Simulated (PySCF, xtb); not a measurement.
Co(CO)4 (C4CoO4), SMILES [O+]#[C-]->[Co+](<-[C-]#[O+])(<-[C-]#[O+])<-[C-]#[O+], charge +1, multiplicity 1.

GFN2-xTB (xtb) at its own geometry gives an orbital gap of 1.51 eV.

Geometry optimised at B3LYP-D3(BJ)/def2-SVP. The spin state was assumed, not searched. The isomer is the one that the SMILES or the coordinates give; other isomers of the formula were not compared.

Q: What does HF/def2-TZVP (PySCF) give? (Estimate from the structure and the level; the computed values follow.)

A: gap 12.45 eV (levels -17.12 and -4.67 eV).
